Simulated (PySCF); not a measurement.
Excitation energy of Ru²⁺ by level of theory

Ru²⁺ [Kr] 4d6 (5D) → Ru²⁺ [Kr] 4d5 5p1 (7P), as a difference of total energies. All numbers are calculated (PySCF 2.14, scalar relativity by spin-free X2C-1e, in ANO-RCC-VTZP). Correlated levels: valence and next inner shell: [Ar] 3d10 frozen. The calculations carry no spin-orbit coupling.

| method | excitation energy (cm⁻¹) |
| --- | --- |
| UHF | 68840 |
| MP2 (valence and next inner shell) | 74222 |
| SCS-MP2 (valence and next inner shell) | 76419 |
| CCSD (valence and next inner shell) | 74483 |
| CCSD(T) (valence and next inner shell) | 74612 |

A first-order spin-orbit estimate (lowest level to lowest level, LS coupling) adds 0.008 eV.

The basis was made for the ground configuration and has no added diffuse functions, so the excitation energy can come out too high.
